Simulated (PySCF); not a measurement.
## Telling isomers of C5H8F2 apart by NMR

[PySCF 2.14: coordinates at the GFN2-xTB level; σ from GIAO-PBE0/pcSseg-1; spin–spin couplings from B3LYP/pcJ-1 (spin–dipole term left out of most H,H and C,H couplings); no solvent model; rapidly exchanging positions averaged; a single conformation; relativity neglected]

Shifts are taken against calculated references (same method and geometry level): ¹H (σref 31.72), ¹³C (σref 186.93) against TMS. Multiplet labels drop J under 1 Hz and among equivalent protons, and merge close values. Unscaled 3J(H,H) run several per cent high. Splittings of carbon signals by F and P are missing where no couplings were computed. Where no couplings were computed, multiplicities follow the n + 1 count of equivalent neighbours, and m marks all less simple cases (inequivalent or close neighbours, rings, F or P nearby). Vicinal couplings that depend on rotamer populations or ring flexing (ring, CH–CH, X–H and H–F types) are those of the one conformer. One-bond C–F couplings are unscaled and too large by tens of Hz. Shifts are as computed. Against solution values, carbons near 30 ppm lie about +3 ppm off and those near 130 ppm about +5 ppm. Of 1211 compounds with measured shifts, 218 miss one by over three times the rms of a fit or turn the order of signals round; such compounds aren't used in these exercises. Across acyclic CH2–CH2 and CH–CH2 bonds, 3J(H,H) assumes equally populated rotamers.

(1) Tabulate the signals of `C/C=C\CC(F)F`, `CC(C)=CC(F)F` and their relative energies.

(2) What is the quickest way to tell C/C=C\CC(F)F from CC(C)=CC(F)F?

Answers

(1) 
| SMILES | carbon types | δC | δH | E rel. (kcal/mol) |
| --- | --- | --- | --- | --- |
| C/C=C\CC(F)F | 3×CH 1×CH2 1×CH3 | 137.1, 128.9, 124.2, 37.5, 16.1 | 6.03 (m, 1H), 5.88 (tt, 1H), 5.78 (dtq, 1H), 2.71 (m, 2H), 1.85 (dd, 3H) | 0.0 |
| CC(C)=CC(F)F | 1×C 2×CH 2×CH3 | 153.1, 129.5, 119.4, 29.4, 19.0 | 6.63 (m, 1H), 5.86 (m, 1H), 1.98 (s, 3H), 1.94 (s, 3H) | 0.5 |

Energies are electronic energies at PBE0/pcSseg-1 on these geometries, without zero-point or thermal terms, each for the one conformer computed, which needn't be the lowest.

(2) Both give the same number of carbon signals, but DEPT or the intensities differ. The first has an allylic sp3 CH2 at 37.5 ppm, the second a fully substituted alkene carbon (C) at 153.1 ppm. Their most deshielded carbons lie at 137.1 and 153.1 ppm. In the proton spectra the most deshielded non-exchanging signals are 6.03 (m, 1H) and 6.63 (m, 1H).
